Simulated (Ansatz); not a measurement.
Consider the hydrogenolysis of a C–C bond: `C=CCCCCCCCCCC` + H₂ → `C=CCCCCC` + `CCCCC`.

Computed with Ansatz on PBE0-D4/def2-TZVP structures; ΔE is electronic, products minus reactants. CBS: MP2 limit from def2 TZ/QZ plus the TZ coupled-cluster correction, frozen cores. This one scheme is used for every species. Functionals use def2-TZVPP. B3LYP here is the variant with VWN-RPA as its local correlation; programs differ in this. Each species was taken in one conformer, which may not be the lowest.

```json
{"level": "PBE-D4", "ΔE (kcal/mol)": "-15.0", "difference from CCSD(T)/CBS": "-0.3"}
{"level": "r2SCAN-D4", "ΔE (kcal/mol)": "-15.6", "difference from CCSD(T)/CBS": "-0.9"}
{"level": "PBE0-D4", "ΔE (kcal/mol)": "-15.7", "difference from CCSD(T)/CBS": "-1.0"}
{"level": "B3LYP-D4", "ΔE (kcal/mol)": "-16.2", "difference from CCSD(T)/CBS": "-1.5"}
{"level": "ωB97X-V", "ΔE (kcal/mol)": "-15.2", "difference from CCSD(T)/CBS": "-0.5"}
{"level": "ωB97M-V", "ΔE (kcal/mol)": "-15.1", "difference from CCSD(T)/CBS": "-0.4"}
{"level": "B2PLYP", "ΔE (kcal/mol)": "-18.9", "difference from CCSD(T)/CBS": "-4.2"}
{"level": "PBE", "ΔE (kcal/mol)": "-18.8", "difference from CCSD(T)/CBS": "-4.1"}
{"level": "r2SCAN", "ΔE (kcal/mol)": "-17.3", "difference from CCSD(T)/CBS": "-2.6"}
{"level": "PBE0", "ΔE (kcal/mol)": "-19.3", "difference from CCSD(T)/CBS": "-4.6"}
{"level": "B3LYP", "ΔE (kcal/mol)": "-21.8", "difference from CCSD(T)/CBS": "-7.1"}
{"level": "HF/def2-TZVPP", "ΔE (kcal/mol)": "-24.7", "difference from CCSD(T)/CBS": "-10.0"}
{"level": "MP2/def2-TZVPP", "ΔE (kcal/mol)": "-13.7", "difference from CCSD(T)/CBS": "1.0"}
{"level": "SCS-MP2/def2-TZVPP", "ΔE (kcal/mol)": "-15.6", "difference from CCSD(T)/CBS": "-0.9"}
{"level": "CCSD/def2-TZVPP", "ΔE (kcal/mol)": "-16.6", "difference from CCSD(T)/CBS": "-1.9"}
{"level": "CCSD(T)/def2-TZVPP", "ΔE (kcal/mol)": "-14.9", "difference from CCSD(T)/CBS": "-0.2"}
{"level": "HF/def2-QZVPP", "ΔE (kcal/mol)": "-24.7", "difference from CCSD(T)/CBS": "-10.0"}
{"level": "MP2/def2-QZVPP", "ΔE (kcal/mol)": "-13.6", "difference from CCSD(T)/CBS": "1.1"}
{"level": "SCS-MP2/def2-QZVPP", "ΔE (kcal/mol)": "-15.6", "difference from CCSD(T)/CBS": "-0.9"}
{"level": "HF/CBS(def2)", "ΔE (kcal/mol)": "-24.7", "difference from CCSD(T)/CBS": "-10.0"}
{"level": "MP2/CBS(def2)", "ΔE (kcal/mol)": "-13.5", "difference from CCSD(T)/CBS": "1.2"}
{"level": "CCSD/CBS(def2)", "ΔE (kcal/mol)": "-16.5", "difference from CCSD(T)/CBS": "-1.8"}
{"level": "CCSD(T)/CBS", "ΔE (kcal/mol)": "-14.7", "difference from CCSD(T)/CBS": "0"}
```

Largest T1 diagnostic among the species: 0.009.

The D4 term adds +5.6 kcal/mol with B3LYP and +3.6 kcal/mol with PBE0; it sums over pairs of atoms, weighted by their polarisabilities, and B3LYP, whose exchange is more repulsive, gets the larger term. In def2-TZVPP, CCSD(T) changes the Hartree–Fock value by +9.8 kcal/mol (the triples alone add +1.7 kcal/mol) and MP2 by +11.0 kcal/mol.
